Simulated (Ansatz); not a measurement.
**Energy profile**

The step: GeO + H₂ → GeH₂O ([OH][GeH]); bonds formed: H1–O2, Ge3–H4; bonds broken: H1–H4 (atoms numbered as in the saddle structure below).

H1  (-0.410, -0.308, -0.364)
O2  (0.877, -0.750, -0.179)
Ge3  (0.628, 0.688, 0.705)
H4  (-1.095, 0.371, -0.161)
(Å)

Electronic energies by CCSD(T) at an estimated basis limit (MP2 extrapolated from triple and quadruple zeta, plus CCSD(T) − MP2 in triple zeta), on PBE0-D4/def2-TZVP structures; GeH$_{2}$O, closed shell; no counterpoise correction. Computed with Ansatz 0.2.0 (basis: def2-TZVPP and def2-QZVPP); correlated methods freeze the cores. Filled d shells of the heavier atoms are correlated. The def2 sets are not built for correlating such inner shells, so the correlated values are less sure here. Extrapolation: Hartree–Fock as exp(−7.88 √X), correlation as X^−2.97.

Question: Give the profile in kcal/mol, counted from the separated reactants. (Judge from chemistry; the value comes from the calculation.)

Answer: Computed:
```csv
point,kcal/mol
"separated: H$_{2}$ (H1, H4; singlet) + GeO (linked as [O][Ge]; O2, Ge3; singlet)",0.00
start structure,-0.77
saddle,36.85
end structure,-10.67
```

T1 diagnostic: at most 0.027. The T1 diagnostic is large here, which may signal multireference character or strong orbital relaxation, so CCSD(T) is less sure.

For scale, one of the runs: CCSD(T)/def2-TZVPP, 107 basis functions, launched by `ansatz run in.yaml --threads 2 --pin off --events-out ev --progress --plain --max-ram 4352MiB`. Hardware: 2 CPU threads of an Arm Neoverse V1, shared host. Wall time about 4.8 s.
